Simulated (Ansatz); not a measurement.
Born–Oppenheimer molecular dynamics of a periodic cell of 33 atoms, Si₂₁H₁₀Cl₂ (surface Si(100)-2x1, partly H-covered, underside capped with H, adsorbate SiCl2). It goes on from the last frame of an earlier run, with new velocities.

Theory: Ansatz 0.2.0, DFT PBEsol, scalar-relativistic, plane waves, PAW. Settings: PAW set soft_1, cutoff 420 eV, k mesh 2x2x1, fermi-dirac smearing 0.02 eV, no spin polarisation.

```json
{
 "ensemble": "NVT, Langevin thermostat",
 "time step": "0.5 fs",
 "steps asked": "210",
 "set temperature": "1800 K",
 "friction": "0.01 /fs",
 "atoms held": "1 to 12",
 "seed": "834046"
}
```

First frame:

```xyz
33
Lattice="7.6792 0.0000 0.0000 0.0000 7.6792 0.0000 0.0000 0.0000 20.2544" Properties=species:S:1:pos:R:3
H 3.144 0.000 1.000
H 0.696 0.000 1.000
H 6.983 0.000 1.000
H 4.535 0.000 1.000
H 3.144 3.840 1.000
H 0.696 3.840 1.000
H 6.983 3.840 1.000
H 4.535 3.840 1.000
Si 1.920 0.000 1.865
Si 5.759 0.000 1.865
Si 1.920 3.840 1.865
Si 5.759 3.840 1.865
Si 1.949 1.954 3.210
Si 5.729 1.976 3.078
Si 1.802 5.749 3.427
Si 5.855 5.680 3.344
Si -0.113 1.911 4.322
Si 3.927 1.810 4.497
Si -0.192 5.843 4.856
Si 3.820 5.760 4.790
Si -0.039 0.135 6.011
Si 3.533 -0.124 6.234
Si -0.081 3.614 6.005
Si 3.513 3.747 5.664
Si 1.639 0.725 7.724
Si 5.635 0.778 6.856
Si 1.854 3.094 7.173
Si 5.581 3.266 6.817
H 1.749 4.012 8.379
H 4.897 3.654 8.022
Si 5.692 1.518 9.045
Cl 7.487 2.202 10.105
Cl 4.025 1.863 10.174
```

Question: What does the run give?

Answer: All steps were run.

```yaml
steps_done: 210
time_covered: 105 fs
mean_temperature_over_the_second_half: 1444 K
spread_of_the_potential_energy_over_the_second_half: 12.7 meV per atom
mean_potential_energy_of_the_second_half_above_the_start: 97.2 meV per atom
```

The mean temperature of the second half is 20 % below the set value. A run of 0.1 ps of so small a system gives no equilibrium averages. Limits of this set-up: thin slab, slab without dipole correction, no dispersion correction for a molecule that may bind weakly, PAW files made for another functional.

Question: What happens to the structure?

Answer: Mean squared displacements from the first frame to the last: H 0.15 Å², Si 0.17 Å², Cl 1.06 Å². Another seed would give other details.

Question: How do temperature and energy run in time?

Answer: 
```csv
time (fs),T (K),potential energy less start (eV)
0,1800,0.000
8.5,1639,0.298
17,1582,0.933
25.5,1498,0.940
34,1448,1.294
42.5,1559,1.353
51,1646,2.123
59.5,1439,2.960
68,1416,3.012
76.5,1447,3.224
85,1264,3.831
93.5,1327,3.643
102,1687,2.756
```

Run time: 25 min on 2 threads of Arm Neoverse V2, with other jobs on the host, peak memory 1.8 GiB.
